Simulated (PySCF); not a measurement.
B2H4NO, CH4BO, C2H6BO, CH6AlB2 (calculated)

Calculation on a computer-drawn molecule: the log of a Hartree-Fock and frozen-core CCSD(T) single point meant for a local Hartree-Fock minimum, with one planted fault or none, to be diagnosed. Offsets are logged minus clean, where the clean run is the same molecule without the fault. The reference is restricted for singlets and unrestricted otherwise, and also for a bond in bohr or an excited solution. Adding or removing an electron swaps singlet and doublet. The excited solution moves the top pair (singlet) or top alpha electron (doublet) to the lowest empty orbital. Highest occupied and lowest empty are orbital energies over both spins, largest force is the largest gradient component, triples share is (T) over the correlation energy, the T1 limit is 0.02 restricted and 0.045 unrestricted, electrons count all cores, a negative frequency is imaginary (commonest isotopes), and the dipole is about the centre of nuclear charge. Program: PySCF 2.14.0.

Common to all runs: meant charge 0; meant multiplicity 2; logged SCF converged yes; logged CC converged yes; logged SCF stable within its kind yes; possible faults no fault, one electron removed, one electron added, multiplicity raised by two, geometry at a saddle point, SCF held on an excited solution, minimal basis STO-3G, one bond length entered in bohr, all coordinates scaled.

(1) 
```xyz
8
formula=B2H4NO meant_basis=cc-pVDZ logged_electrons=28 logged_basis_functions=76 logged_spin_squared=0 logged_highest_occupied=-16.343 logged_lowest_empty=-6.4932 logged_largest_force=0.12507 logged_T1_diagnostic=0.023968 logged_D1_diagnostic=0.072011 logged_triples_share=0.03108 logged_dipole_magnitude=5.5177 logged_energy_HF=-180.81291 logged_energy_CCSD(T)=-181.36346 planted_fault=one_electron_removed HF_energy_offset_from_clean_run=175.3 CCSD(T)_energy_offset_from_clean_run=170.8
B      1.9935    -1.4113    -2.3627
O      1.1855    -0.6712    -1.5980
B     -0.0754    -0.9976    -1.1118
N     -0.7363    -0.0598    -0.3283
H      3.0716    -1.0065    -2.7180
H     -0.5765    -2.0567    -1.3616
H     -1.6422    -0.2204     0.0555
H     -0.3399     0.8303    -0.1065
```

Units: logged_highest_occupied, logged_lowest_empty in eV; logged_largest_force in hartree/bohr; logged_dipole_magnitude in debye; logged_energy_HF, logged_energy_CCSD(T) in hartree; HF_energy_offset_from_clean_run, CCSD(T)_energy_offset_from_clean_run in kcal/mol.

Drawn bonds:
```
atom  other atom  order
   1           2      1
   2           3      1
   3           4      1
   1           5      1
   3           6      1
   4           7      1
   4           8      1
```

Notes: T1 above single-reference limit.

(2) 
```xyz
7
formula=CH4BO meant_basis=cc-pVDZ logged_electrons=23 logged_basis_functions=62 logged_spin_squared=0.7539 logged_highest_occupied=-8.7104 logged_lowest_empty=3.3632 logged_largest_force=0.01472 logged_T1_diagnostic=0.015596 logged_D1_diagnostic=0.051869 logged_triples_share=0.025227 logged_dipole_magnitude=2.247 logged_energy_HF=-139.71298 logged_energy_CCSD(T)=-140.14489 planted_fault=all_coordinates_scaled,by_-1.7_% HF_energy_offset_from_clean_run=1.195 CCSD(T)_energy_offset_from_clean_run=2.929
B     -0.6381    -2.1445     0.0084
O     -0.4727    -1.6784     1.2131
C     -1.1440    -0.5796     1.7348
H     -1.3843    -1.6868    -0.7935
H     -0.4231     0.1575     2.0225
H     -1.8198    -0.1602     1.0165
H     -1.6893    -0.8910     2.6016
```

Units: logged_highest_occupied, logged_lowest_empty in eV; logged_largest_force in hartree/bohr; logged_dipole_magnitude in debye; logged_energy_HF, logged_energy_CCSD(T) in hartree; HF_energy_offset_from_clean_run, CCSD(T)_energy_offset_from_clean_run in kcal/mol.

Drawn bonds:
```
atom  other atom  order
   1           2      1
   2           3      1
   1           4      1
   3           5      1
   3           6      1
   3           7      1
```

(3) 
```xyz
10
formula=C2H6BO meant_basis=cc-pVDZ logged_electrons=31 logged_basis_functions=86 logged_spin_squared=1.4615 logged_highest_occupied=-8.8283 logged_lowest_empty=2.8803 logged_largest_force=0.019627 logged_T1_diagnostic=0.055862 logged_D1_diagnostic=0.26686 logged_triples_share=0.034059 logged_dipole_magnitude=2.5849 logged_energy_HF=-178.62855 logged_energy_CCSD(T)=-179.2211 planted_fault=one_bond_length_entered_in_bohr,row_8_of_the_drawn_bonds HF_energy_offset_from_clean_run=81.16 CCSD(T)_energy_offset_from_clean_run=82.69
B     -2.5920     1.5252    -1.3309
O     -2.0137     0.7939    -2.2719
C     -0.6697     0.9466    -2.7080
C      0.1139    -0.3169    -2.4232
H     -2.0479     2.4176    -0.7255
H     -0.2196     1.8096    -2.2141
H     -0.7041     1.1448    -3.7791
H      1.1310    -0.2216    -2.8101
H     -0.7830    -1.9404    -3.3233
H      0.1692    -0.5059    -1.3493
```

Units: logged_highest_occupied, logged_lowest_empty in eV; logged_largest_force in hartree/bohr; logged_dipole_magnitude in debye; logged_energy_HF, logged_energy_CCSD(T) in hartree; HF_energy_offset_from_clean_run, CCSD(T)_energy_offset_from_clean_run in kcal/mol.

Drawn bonds:
```
atom  other atom  order
   1           2      1
   2           3      1
   3           4      1
   1           5      1
   3           6      1
   3           7      1
   4           8      1
   4           9      1
   4          10      1
```

Notes: T1 above single-reference limit.

(4) 
```xyz
10
formula=CH6AlB2 meant_basis=cc-pV(D+d)Z logged_electrons=35 logged_basis_functions=30 logged_spin_squared=0.7655 logged_highest_occupied=-5.8497 logged_lowest_empty=6.951 logged_largest_force=0.04187 logged_T1_diagnostic=0.013424 logged_D1_diagnostic=0.054188 logged_triples_share=0.013457 logged_dipole_magnitude=1.3025 logged_energy_HF=-328.54263 logged_energy_CCSD(T)=-328.73387 planted_fault=minimal_basis_STO-3G HF_energy_offset_from_clean_run=2522 CCSD(T)_energy_offset_from_clean_run=2666
B     -0.5569    -0.5663     2.7320
Al    -0.6452     0.9144     1.3045
C     -0.6121     0.4769    -0.6414
B     -1.5890    -0.6802    -0.8995
H     -0.4903    -1.4169     3.5611
H     -0.6875     2.4217     1.7792
H      0.4439     0.2107    -0.7856
H     -0.8397     1.4160    -1.1523
H     -1.2548    -1.8240    -0.7146
H     -2.7322    -0.4728    -1.2186
```

Units: logged_highest_occupied, logged_lowest_empty in eV; logged_largest_force in hartree/bohr; logged_dipole_magnitude in debye; logged_energy_HF, logged_energy_CCSD(T) in hartree; HF_energy_offset_from_clean_run, CCSD(T)_energy_offset_from_clean_run in kcal/mol.

Drawn bonds:
```
atom  other atom  order
   1           2      1
   2           3      1
   3           4      1
   1           5      1
   2           6      1
   3           7      1
   3           8      1
   4           9      1
   4          10      1
```
